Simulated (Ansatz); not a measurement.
Computed with Ansatz on PBE0-D4/def2-TZVP structures; ΔE is electronic, products minus reactants. CBS: MP2 limit from def2 TZ/QZ plus the TZ coupled-cluster correction, frozen cores. This one scheme is used for every species. DFT in def2-TZVPP. Each species was taken in one conformer, which may not be the lowest.

Consider the hydrogenolysis of a C–S bond: `N=C([SiH3])S` + H₂ → `N=C[SiH3]` + H₂S.

`N=C([SiH3])S`:

Cartesian coordinates in Å:
```
N 1.729 -0.118 0.635
C 0.672 0.245 0.039
Si -0.898 -0.790 0.266
S 0.574 1.714 -0.958
H 2.524 0.505 0.478
H -1.846 -0.019 1.111
H -0.549 -2.081 0.898
H -1.524 -0.997 -1.067
H -0.682 1.541 -1.401
```

H₂:

```xyz
2

H     0.179   -0.258    0.202
H    -0.179    0.258   -0.202
```

`N=C[SiH3]`:

```xyz
8

N     1.071   -1.109   -0.745
C     0.158   -0.227   -0.739
Si   -0.426    0.504    0.902
H     1.289   -1.417   -1.695
H    -0.312    0.132   -1.668
H    -1.885    0.249    1.052
H    -0.223    1.977    0.874
H     0.328   -0.107    2.020
```

H₂S:

```xyz
3

S     0.407   -0.466   -0.035
H     0.306    0.727   -0.639
H    -0.713   -0.262    0.674
```

```
       species  BLYP energy (Eh)
`N=C([SiH3])S`        -783.54440
            H₂          -1.16959
   `N=C[SiH3]`        -385.32685
           H₂S        -399.39936
```

Problem. Work out ΔE.

Solution. ΔE = (-385.32685) + (-399.39936) − (-783.54440) − (-1.16959) = -0.01222 Eh = -7.7 kcal/mol. CCSD(T)/CBS gives -7.7 kcal/mol.

Largest T1 diagnostic among the species: 0.014.

The D4 term adds +2.9 kcal/mol with B3LYP and +1.5 kcal/mol with PBE0; it sums over pairs of atoms, weighted by their polarisabilities, and B3LYP, whose exchange is more repulsive, gets the larger term. In def2-TZVPP, CCSD(T) changes the Hartree–Fock value by +7.5 kcal/mol (the triples alone add +2.2 kcal/mol) and MP2 by +10.1 kcal/mol. From r2SCAN to r2SCAN0 (25 % exact exchange), in def2-TZVPP and without D4, ΔE moves by −2.4 kcal/mol.

B3LYP here is the variant with VWN-RPA as its local correlation; programs differ in this.
